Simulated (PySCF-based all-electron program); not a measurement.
## CsH2N, singlet: how the functional moves the forces

Calculated with an in-house all-electron program built on PySCF, in large uncontracted Gaussian sets near the basis limit; Koelling–Harmon scalar relativity, no spin–orbit coupling, spin-restricted. Forces are good to about 0.006 eV/Å. In part, the step from PBE was taken on X2C orbitals. Atoms are numbered as listed.

```json
{"atom": "Cs", "x (Å)": "0.0000", "y (Å)": "0.0000", "z (Å)": "0.0000"}
{"atom": "N", "x (Å)": "0.0000", "y (Å)": "0.0000", "z (Å)": "2.3427"}
{"atom": "H", "x (Å)": "0.8090", "y (Å)": "-0.0010", "z (Å)": "2.9767"}
{"atom": "H", "x (Å)": "-0.8030", "y (Å)": "-0.0070", "z (Å)": "2.9857"}
```

PBE forces:

```json
{"atom": "Cs1", "Fx": "0.000", "Fy": "0.001", "Fz (eV/Å)": "-1.805"}
{"atom": "N2", "Fx": "-0.030", "Fy": "-0.005", "Fz (eV/Å)": "1.675"}
{"atom": "H3", "Fx": "0.013", "Fy": "0.002", "Fz (eV/Å)": "0.077"}
{"atom": "H4", "Fx": "0.018", "Fy": "0.002", "Fz (eV/Å)": "0.053"}
```

Task: What forces does r2SCAN give?

Result: The forces move by 0.305 eV/Å (r.m.s. over the atoms) from PBE.

```tsv
atom	Fx	Fy	Fz (eV/Å)
Cs1	0.000	0.001	-1.905
N2	-0.029	-0.007	2.090
H3	-0.253	0.002	-0.079
H4	0.282	0.004	-0.106
```
